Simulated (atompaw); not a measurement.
Pseudopotential generation for titanium (Ti): PAW (atompaw), PBE, scalar-relativistic.

Ti (Z = 22), PAW, made with atompaw 4.2.0.5 (PBE, scalar-relativistic). Core [Ne], reference 3s2 3p6 3d2 4s1.75 4p0.25. Waves: 3s (bound): rc 1.30 bohr; 4s (bound): rc 2.04 bohr; 3p (bound): rc 1.84 bohr; 4p (bound): rc 2.04 bohr; 3d (bound): rc 1.94 bohr; 3d channel at 0.35 Ry: rc 2.04 bohr. Local part: ultrasoft scheme with l = 3 at -0.5 Ry, radius 1.98 bohr. Core correction: smooth core density matched at 1.78 bohr. Augmentation charge: sinc compensation charge, radius 1.98 bohr; PAW radius 2.04 bohr; waves and projectors: modrrkj vanderbiltortho.

Poles of the logarithmic derivatives, all-electron (AE) and pseudo (PS). s: poles at -4.4 (AE) and -4.4 (PS) Ry. p: poles at -2.6 (AE) and -2.6 (PS) Ry. d: poles at 0.4 (AE) and 0.4 (PS) Ry. Test radius 2.06 bohr.

- Cutoffs needed: 30 Ry and 45 Ry (the cutoffs (Ry, on a coarse ladder) from which the occupation-weighted sum of valence levels, in a spherical-Bessel basis at the reference potential, stays within 10 and 1 mRy of its value at 400 Ry)
- Ghost test: no extra level below or beside the all-electron valence levels (s, p, d, f tested) (spherical-Bessel basis up to 400 Ry, 20 bohr box)
- Lowest eigenvalue of the overlap operator: 0.02 (d channel)
- Overlap eigenvalues printed by atompaw (projector basis): 0.000789, 0.627, 2.14, 2.16, 47.3, 483
- Share of each valence orbital outside the PAW sphere: 3s 1 %, 4s 90 %, 3p 3 %, 4p 96 %, 3d 24 %
